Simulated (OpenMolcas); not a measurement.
Multiplet structure of Tc2+

| Quantity | Value |
| --- | --- |
| Program | OpenMolcas 26.06 |
| Method | MS-RASPT2, IPEA 0.25 Eh, imaginary shift 0.1 Eh (closed shells correlated: 4s) |
| Basis | ANO-RCC-VTZP [7s6p4d2f1g] |
| Scalar Hamiltonian | DKH2, point nucleus |
| Active space | 11 electrons in 8 orbitals (RAS1 4p, at most 2 holes; RAS2 4d) |
| State averaging | 2S+1 = 6 even, 1 root; 2S+1 = 4 even, 24 roots; 2S+1 = 2 even, 70 roots |
| Spin-orbit coupling | RASSI with atomic mean-field integrals over the reference wave functions, term energies averaged over their components |

With spin-orbit coupling, above the lowest level:

```json
{"Configuration": "4d⁵", "Term": "⁶S", "J": "5/2", "E (cm⁻¹)": "0.0", "Term weight %": "99", "Second": ""}
{"Configuration": "4d⁵", "Term": "⁴G", "J": "5/2", "E (cm⁻¹)": "20840", "Term weight %": "97", "Second": "2 ²F(1)"}
{"Configuration": "4d⁵", "Term": "⁴G", "J": "7/2", "E (cm⁻¹)": "20990", "Term weight %": "98", "Second": ""}
{"Configuration": "4d⁵", "Term": "⁴G", "J": "11/2", "E (cm⁻¹)": "21040", "Term weight %": "99", "Second": ""}
{"Configuration": "4d⁵", "Term": "⁴G", "J": "9/2", "E (cm⁻¹)": "21080", "Term weight %": "99", "Second": ""}
{"Configuration": "4d⁵", "Term": "⁴P", "J": "5/2", "E (cm⁻¹)": "23080", "Term weight %": "61", "Second": "35 ⁴D"}
{"Configuration": "4d⁵", "Term": "⁴P", "J": "3/2", "E (cm⁻¹)": "23400", "Term weight %": "64", "Second": "35 ⁴D"}
{"Configuration": "4d⁵", "Term": "⁴P", "J": "1/2", "E (cm⁻¹)": "23900", "Term weight %": "77", "Second": "23 ⁴D"}
{"Configuration": "4d⁵", "Term": "⁴D", "J": "7/2", "E (cm⁻¹)": "24950", "Term weight %": "98", "Second": ""}
{"Configuration": "4d⁵", "Term": "⁴D", "J": "1/2", "E (cm⁻¹)": "25490", "Term weight %": "77", "Second": "23 ⁴P"}
{"Configuration": "4d⁵", "Term": "⁴D", "J": "3/2", "E (cm⁻¹)": "25900", "Term weight %": "64", "Second": "35 ⁴P"}
{"Configuration": "4d⁵", "Term": "⁴D", "J": "5/2", "E (cm⁻¹)": "25920", "Term weight %": "63", "Second": "34 ⁴P"}
{"Configuration": "4d⁵", "Term": "²I", "J": "11/2", "E (cm⁻¹)": "30700", "Term weight %": "95", "Second": "4 ²H"}
{"Configuration": "4d⁵", "Term": "²I", "J": "13/2", "E (cm⁻¹)": "31030", "Term weight %": "100", "Second": ""}
{"Configuration": "4d⁵", "Term": "²D(1)", "J": "5/2", "E (cm⁻¹)": "32700", "Term weight %": "52", "Second": "34 ²F(1)"}
{"Configuration": "4d⁵", "Term": "²D(1)", "J": "3/2", "E (cm⁻¹)": "33300", "Term weight %": "52", "Second": "47 ⁴F"}
{"Configuration": "4d⁵", "Term": "⁴F", "J": "9/2", "E (cm⁻¹)": "34050", "Term weight %": "87", "Second": "12 ²G(1)"}
{"Configuration": "4d⁵", "Term": "⁴F", "J": "7/2", "E (cm⁻¹)": "34100", "Term weight %": "79", "Second": "11 ²F(1)"}
{"Configuration": "4d⁵", "Term": "⁴F", "J": "5/2", "E (cm⁻¹)": "34470", "Term weight %": "85", "Second": "11 ²F(1)"}
{"Configuration": "4d⁵", "Term": "²F(1)", "J": "7/2", "E (cm⁻¹)": "35290", "Term weight %": "81", "Second": "13 ⁴F"}
{"Configuration": "4d⁵", "Term": "⁴F", "J": "3/2", "E (cm⁻¹)": "35470", "Term weight %": "52", "Second": "47 ²D(1)"}
{"Configuration": "4d⁵", "Term": "²H", "J": "9/2", "E (cm⁻¹)": "36850", "Term weight %": "53", "Second": "38 ²G(1)"}
{"Configuration": "4d⁵", "Term": "²F(1)", "J": "5/2", "E (cm⁻¹)": "37140", "Term weight %": "48", "Second": "41 ²D(1)"}
{"Configuration": "4d⁵", "Term": "²G(1)", "J": "7/2", "E (cm⁻¹)": "37850", "Term weight %": "91", "Second": "6 ²F(1)"}
{"Configuration": "4d⁵", "Term": "²H", "J": "11/2", "E (cm⁻¹)": "38240", "Term weight %": "95", "Second": "5 ²I"}
{"Configuration": "4d⁵", "Term": "²G(1)", "J": "9/2", "E (cm⁻¹)": "38960", "Term weight %": "50", "Second": "46 ²H"}
{"Configuration": "4d⁵", "Term": "²F(2)", "J": "7/2", "E (cm⁻¹)": "39910", "Term weight %": "94", "Second": "5 ⁴F"}
{"Configuration": "4d⁵", "Term": "²F(2)", "J": "5/2", "E (cm⁻¹)": "39950", "Term weight %": "87", "Second": "5 ²F(1)"}
{"Configuration": "4d⁵", "Term": "²S", "J": "1/2", "E (cm⁻¹)": "43500", "Term weight %": "99", "Second": ""}
{"Configuration": "4d⁵", "Term": "²D(2)", "J": "3/2", "E (cm⁻¹)": "48790", "Term weight %": "100", "Second": ""}
{"Configuration": "4d⁵", "Term": "²D(2)", "J": "5/2", "E (cm⁻¹)": "49000", "Term weight %": "98", "Second": ""}
{"Configuration": "4d⁵", "Term": "²G(2)", "J": "9/2", "E (cm⁻¹)": "53780", "Term weight %": "100", "Second": ""}
{"Configuration": "4d⁵", "Term": "²G(2)", "J": "7/2", "E (cm⁻¹)": "53820", "Term weight %": "99", "Second": ""}
```

Spin-orbit coupling puts the lowest level 162 cm⁻¹ below the lowest spin-free term.

A least-squares Racah fit to the terms below 60000 cm-1, each weighted by 2L + 1 and with a free common offset, gives B = 636 cm-1 and C = 2919 cm-1 (C/B = 4.59), with an rms deviation of 356 cm-1.

Term energies are means over components that CASPT2 splits; among the terms shown or strongly mixed into the levels shown the widest spread is 930 cm-1 (4d⁵ ²I). Active for correlation alone: 4p; no level in the range computed is led by a configuration that opens it, so any true level of that kind is missing. The CASPT2 spread within a term exceeds the gap to the next term for 4d⁵ ²D(1) and 4d⁵ ⁴F, 4d⁵ ²G(1) and 4d⁵ ²H, so the order of their levels is uncertain, and so are names and mixing where such terms share a J. Only configurations of the active space appear. The first state left out of the spin-orbit step lies near 79000 cm-1 above the lowest spin-free state of the reference (among the parities and spins computed), and the list stops at four fifths of that energy or lower.

The CASPT2 steps took 100 s on 1 thread of Arm Neoverse V1, on a shared host; the integral step is not counted.

The term weight is that of the spin-free term in the level, not the purity of its configuration. A number in round brackets counts repeated terms of one configuration in the order of the reference energies.
